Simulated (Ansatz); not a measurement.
Reaction (ligand exchange at a Ge–F bond): `[F][GeH3]` + `[GeH3][SeH]` → `[GeH3][Se][GeH3]` + H–F

Gas-phase electronic energies from Ansatz, PBE0-D4/def2-TZVP geometries. CCSD(T)/CBS is the MP2 limit (def2-TZVPP, def2-QZVPP) plus CCSD(T) − MP2 in def2-TZVPP, frozen cores. This one scheme is used for every species. Functionals use def2-TZVPP. B3LYP here is the variant with VWN-RPA as its local correlation; programs differ in this. For Ge, Se outer-core shells are correlated without core-valence functions, which leaves a few kJ/mol of doubt a bond. Scalar relativity is left out up to krypton.

CCSD(T)/CBS gives -3.9 kcal/mol.

(1) Another level gave -2.3 kcal/mol. Which?
A. PBE0/def2-TZVPP
B. B97M-V/def2-TZVPP
C. PBE0-D4/def2-TZVPP
D. B3LYP-D4/def2-TZVPP

Largest T1 diagnostic among the species: 0.012.

Results:

(1) A. PBE0 -2.3, B3LYP-D4 -1.0, B97M-V 1.7, PBE0-D4 -3.8 kcal/mol.

At CCSD(T), def2-SVP lies +5.3 kcal/mol from the extrapolated value and def2-TZVPP +1.6 kcal/mol. The D4 term adds −2.7 kcal/mol with B3LYP and −1.5 kcal/mol with PBE0; it sums over pairs of atoms, weighted by their polarisabilities, and B3LYP, whose exchange is more repulsive, gets the larger term.
